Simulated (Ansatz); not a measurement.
Basis sets compared for Co(SH)2 (CoH2S2). Charge 0, multiplicity 4. Geometry r2SCAN-D4/def2-TZVP. Ansatz on 4 threads of Arm Neoverse V2 on a shared host; times are rough, and most runs start from earlier orbitals.

```xyz
5

Co   -0.001    0.003    0.000
S     0.238    0.567   -2.071
H     1.506    0.126   -2.203
S    -0.238   -0.568    2.069
H    -1.505   -0.127    2.205
```

Binding counts from free atoms (Co quartet, S triplet, H doublet) in the same basis, without a counterpoise term.

| level | functions | energy (Eh) | HOMO (eV) | LUMO (eV) | binding per atom (eV) | wall time |
| --- | --- | --- | --- | --- | --- | --- |
| PBE-D4/def2-SVP | 77 | -2179.3879 | -5.53 | -4.83 | 2.87 | 2.3 s |
| PBE0-D4/def2-SVP | 77 | -2179.4664 | -6.94 | -3.26 | 2.71 | 2.9 s |

Task: Estimate the rows for PBE-D4/def2-TZVP, PBE0-D4/def2-TZVP.

Result: 
```json
{"level": "PBE-D4/def2-TZVP", "functions": "131", "energy (Eh)": "-2179.8795", "HOMO (eV)": "-5.85", "LUMO (eV)": "-5.08", "binding per atom (eV)": "2.83", "wall time": "4.2 s"}
{"level": "PBE0-D4/def2-TZVP", "functions": "131", "energy (Eh)": "-2179.9440", "HOMO (eV)": "-7.20", "LUMO (eV)": "-3.46", "binding per atom (eV)": "2.74", "wall time": "7 s"}
```
